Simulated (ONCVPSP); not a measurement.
**barium (Ba): ONCV pseudisation with PBE, scalar-relativistic reference atom.**

ONCVPSP 4.0.1 input, shortened (lines: element, Z, core and valence counts, functional; n l f; lmax; l rc ep ncon nbas qcut; lloc lpopt rc5 dvloc0; l nproj debl; icmod fcfact rcfact), PBE, scalar-relativistic:

```
  Ba 56.00    9    3        4      upf
    1    0    2.00
    2    0    2.00
    2    1    6.00
    3    0    2.00
    3    1    6.00
    3    2   10.00
    4    0    2.00
    4    1    6.00
    4    2   10.00
    5    0    2.00
    5    1    6.00
    6    0    2.00
    2
    0    3.00    0.00    4    7    4.70
    1    2.70    0.00    4    8    5.30
    2    2.70    0.09    4    8    3.50
    2    5    2.70    0.00
    0    2    1.00
    1    2    0.40
    2    0    2.50
    0    0.00    0.00
```

In the p channel the program set the typed energies aside and used -0.689, 0.250 Ha. In the d channel the program set the typed energies aside and used 0.050 Ha.

All-electron outer shells of the reference configuration (PBE, scalar-relativistic, ld1.x):

```json
{"shell": "5s", "level (eV)": "-33.67", "outermost node (bohr)": "0.80", "outermost maximum (bohr)": "1.47"}
{"shell": "5p", "level (eV)": "-18.74", "outermost node (bohr)": "0.86", "outermost maximum (bohr)": "1.67"}
{"shell": "6s", "level (eV)": "-3.23", "outermost node (bohr)": "1.97", "outermost maximum (bohr)": "4.16"}
```

Task: Does the generator finish with these settings?

Result: Yes, a potential is produced and its reference levels are reproduced.

Task: Estimate the cutoffs (Ha) at which the residual kinetic energy of the hardest occupied pseudo-wave falls to 1 and 0.1 mHa per electron.

Result: 7.0 Ha and 9.9 Ha.

Task: What does a ghost test show?

Result: No bound ghost flagged; no localised positive-energy state flagged.

Task: Which valence shell sets the plane-wave cutoff?

Result: 5p: 7 Ha for 1 mHa per electron, against 6 Ha for 5s.

Task: Tests: 5s2 5p6 6s1; 5s2 5p6 6s0; 5s2 5p6 6s1.5; 5s2 5p6 6s0 6p2. Which has the largest error in its energy relative to the reference configuration, and how large is it?

Result: 5s2 5p6 6s0, with -2.4 meV (all-electron minus pseudo) on +15.34 eV.
